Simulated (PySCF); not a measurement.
# Worked example: oscillator strength and radiative lifetime

CH8FNSi2, SMILES N[SiH2][SiH2]CF.

Geometry: ωB97X-D3(BJ)/def2-SVP. This is a generated structure with no PubChem entry under its InChIKey; it may be hypothetical. The values are those of a single conformer.

TDDFT-PBE/def2-SVPD (PySCF) puts the first singlet state with f over 0.02 at 6.03 eV (vertical), with the transition dipole (-0.445, -0.124, -0.280) in atomic units.

Q: Find the oscillator strength, the wavelength and the radiative lifetime that this transition would have in vacuum if emission retraced absorption.

A: 
|μ|² = 0.2918 au, so |μ| = 1.37 D. ΔE = 6.03/27.211 = 0.2216 hartree. f = (2/3) ΔE |μ|² = 0.043 (the program prints 0.043).
λ = 1239.84/6.03 = 206 nm; ν = 48635 cm⁻¹.
Einstein's coefficient A = 0.6670 ν² f s⁻¹ (ν in cm⁻¹) = 6.8e7 s⁻¹, so τ = 1/A = 15 ns. This state is S4; the lower singlets have f = 0.005, 0.011, 0.012. The figure is the radiative limit of this one transition; relaxation, internal conversion, crossing to triplets and a medium change what is measured.
